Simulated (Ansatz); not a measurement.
`FC#[C][GeH2][SiH3]` → `[GeH2]` + `FC#C[SiH3]` at 298.15 K and 1 bar (germylene formation by 1,1-elimination).

Program: Ansatz. Geometries: PBE0-D4/def2-TZVP. ΔE: electronic, gas phase. CCSD(T)/CBS adds triple-zeta CCSD(T) − MP2 to the extrapolated MP2 energy (def2 sets, frozen cores). For Ge outer-core shells are correlated without core-valence functions, which leaves a few kJ/mol of doubt a bond. Scalar relativity is left out up to krypton.

```tsv
species	CCSD(T)/CBS energy (Eh)	H − E (kJ/mol)	S (J/(mol·K))
`FC#[C][GeH2][SiH3]`	-2543.99145	162.0	377.4
`[GeH2]`	-2077.24753	38.7	220.4
`FC#C[SiH3]`	-466.68020	113.3	291.7
```

H − E and S are ideal-gas, rigid-rotor, harmonic terms from PBE0-D4/def2-TZVP. 1 Eh = 2625.50 kJ/mol, R = 8.31446 J/(mol·K).

**Question.** By hand: ΔE, ΔH, ΔS and ΔG.

**Answer.** ΔE = (-2077.24753) + (-466.68020) − (-2543.99145) = 0.06372 Eh = 167.3 kJ/mol. Δ(H − E) = 38.7 + 113.3 − 162.0 = -10.0, so ΔH = 157.3 kJ/mol. ΔS = 220.4 + 291.7 − 377.4 = 134.7 J/(mol·K). ΔG = 157.3 − 298.15 × (134.7)/1000 = 117.1 kJ/mol.

**Question.** By hand: the equilibrium constant, and the temperature at which ΔG would vanish if ΔH and ΔS stayed fixed.

**Answer.** log₁₀ K = −ΔG/(RT ln 10) = -20.5. ΔG = 0 at ΔH/ΔS = 1168 K.

The number of gas molecules changes by +1, which sets the sign of ΔS. A doubt of 5 kJ/mol in ΔE shifts log₁₀ K by 0.9 here. Modes under 60 cm⁻¹, often nearly free rotors, make the harmonic entropy too high. These are equilibria of isolated gas molecules and say nothing of rates. Largest T1 diagnostic: 0.013 (customary marks: 0.02 for closed shells, 0.045 for open ones).
